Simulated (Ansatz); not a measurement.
Cost and result for the atomization energy of CH$_{9}$NO$_{2}$Si$_{2}$, SMILES `CO[SiH2]N[SiH2]O` (15 atoms, 14 bonds).

Z-matrix (Å, degrees):
```
C
O 1 1.412
H 1 1.096 2 111.3
H 1 1.096 2 111.6 3 121.3
H 1 1.091 2 108.4 3 -119.2
Si 2 1.654 1 121.6 3 -59.9
N 6 1.718 2 111.1 1 -68.3
H 6 1.477 2 103.3 1 171.0
H 6 1.488 2 110.3 1 50.4
Si 7 1.729 6 123.7 2 -54.4
H 7 1.009 6 117.1 2 112.8
O 10 1.640 7 107.3 6 9.8
H 10 1.490 7 108.0 6 132.5
H 10 1.483 7 114.0 6 -106.7
H 12 0.963 10 117.0 7 34.8
```

Total charge 0; spin multiplicity 1. All single points use the PBE0-D4/def2-TZVP geometry. It is one conformer, not always the lowest. Program: Ansatz. All runs use 2 threads of an AMD EPYC 7R13 on a shared host and a share of an NVIDIA H100 80 GB. Times are those of one run each, without the atoms' runs, and a repeat can differ threefold. Electronic energies, without spin–orbit coupling; frozen cores. CCSD(T)/CBS adds CCSD(T) − MP2 in def2-TZVPP to the MP2 limit, and its time is that of the two runs behind it. T1 = 0.011. B3LYP takes the VWN-RPA correlation (the form of Gaussian; ORCA's B3LYP/G).

CCSD(T)/CBS is a level of theory with its own doubt, some kJ/mol a heavy atom from the limit and from the frozen cores, so smaller differences don't rank the functionals.

```csv
level,functions,wall time,atomization (kJ/mol),difference from CCSD(T)/CBS,per bond
B3LYP-D4/def2-TZVPP (with forces),334,3.2 s,5475.3,-21.5,-1.5
ωB97X-V/def2-TZVPP,334,3.3 s,5503.6,6.8,0.5
PBE-D4/def2-TZVPP (with forces),334,3.4 s,5508.3,11.5,0.8
PBE0-D4/def2-TZVPP,334,3.4 s,5423.0,-73.8,-5.3
r2SCAN-D4/def2-TZVPP (with forces),334,5.5 s,5465.8,-31.0,-2.2
ωB97M-V/def2-TZVPP (with forces),334,6.5 s,5498.0,1.2,0.1
MP2/def2-QZVPP,638,10 s,5507.3,10.5,0.8
CCSD(T)/def2-TZVPP,334,12 s,5334.9,-161.9,-11.6
B2PLYP/def2-TZVPP,334,14 s,5414.4,-82.4,-5.9
CCSD(T)/CBS(def2),–,22 s,5496.8,0.0,0.0
```

The D4 term adds +57.7 kJ/mol with B3LYP and +30.8 kJ/mol with PBE0; it sums over pairs of atoms, weighted by their polarisabilities, and B3LYP, whose exchange is more repulsive, gets the larger term. From PBE to PBE0 (25 % exact exchange), in def2-TZVPP and without D4, the atomization energy moves by −80.0 kJ/mol: exact exchange takes away binding that semilocal exchange gives to molecules. In def2-TZVPP, CCSD(T) changes the Hartree–Fock value by +1379.6 kJ/mol (the triples alone add +71.4 kJ/mol) and MP2 by +1454.5 kJ/mol; breaking electron pairs costs correlation energy, which Hartree–Fock lacks.
